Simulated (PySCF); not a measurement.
# Dipole moment and polarisability of `C=C/C=C/OC(C)=O`

C6H8O2.
Structure used (GFN2-xTB), in Å, numbered top down from 1:
```xyz
16
C6H8O2 angstrom
C     -3.734    0.140   -0.034
C     -2.525   -0.117   -0.524
C     -1.300    0.123    0.198
C     -0.100   -0.143   -0.318
O      1.050    0.095    0.392
C      2.237   -0.194   -0.181
C      3.362    0.139    0.759
O      2.354   -0.652   -1.285
H     -4.629   -0.051   -0.600
H     -3.868    0.550    0.954
H     -2.415   -0.529   -1.518
H     -1.372    0.535    1.195
H      0.049   -0.556   -1.308
H      3.251   -0.436    1.675
H      4.312   -0.091    0.287
H      3.319    1.195    1.016
```

Level: CAM-B3LYP/def2-SVPD (PySCF), static field, nuclei fixed, core orbitals frozen in the response. The polarisability tensor in these axes (au):

```
x   143.51  -6.42  -5.54
y    -6.42  56.61   7.19
z    -5.54   7.19  70.29
```

Q: Give the principal values, the mean and the anisotropy Δα = √{½[(α1 − α2)² + (α2 − α3)² + (α1 − α3)²]}.

A: Principal values 53.37, 72.56 and 144.48 au; mean 90.14 au = 13.36 Å³ = 14.86 × 10⁻⁴⁰ C²·m²/J; Δα = 83.19 au (92 % of the mean).

Q: What is the dipole moment, and where does it point?

A: (0.01, 0.73, 1.80) D, 1.94 D in size, pointing from the negative to the positive side. Measured along this direction, the outermost atoms are H11 at the negative end and H16, H14 and H12 at the positive end.

Q: What molar refraction does this α imply?

A: Lorentz–Lorenz: R = (4π/3)N_A α = 2.5225 cm³/(mol·Å³) × 13.36 Å³ = 33.7 cm³/mol, in the limit of long wavelengths.

Q: Form Σ f/ω² (atomic units) for the 8 lowest TDDFT singlets, given as eV and f, and set it beside the mean polarisability, which is this sum over all singlets: 5.50, 0.9406; 5.81, 0.0008; 6.60, 0.0001; 6.80, 0.0370; 6.82, 0.0001; 7.00, 0.0338; 7.20, 0.0002; 7.71, 0.0016.

A: They add up to 24.19 au, 26.8 % of the 90.14 au; the largest single term is 23.04 au, from the state at 5.50 eV. Terms in order: 23.04, 0.02, 0.00, 0.59, 0.00, 0.51, 0.00, 0.02 au. Higher excitations give the rest. The strengths listed sum to 1.014.

Q: Along which axes do the principal values lie, and how far do the nuclei extend along each?

A: Largest value along (0.99, -0.08, -0.08), where the nuclei span 8.81 Å; middle along (0.11, 0.37, 0.92), 3.58 Å; least along (0.04, 0.92, -0.38), 1.76 Å. The response follows the extents in order.

Q: Rayleigh depolarisation ratio (linearly polarised light, static tensor)?

A: ρ = 3Δα²/(45ᾱ² + 4Δα²) = 20764.0/(365604 + 27685.3) = 0.0528.

One conformer (not necessarily the lowest) at the GFN2-xTB geometry, without solvent, vibrations or thermal averaging.
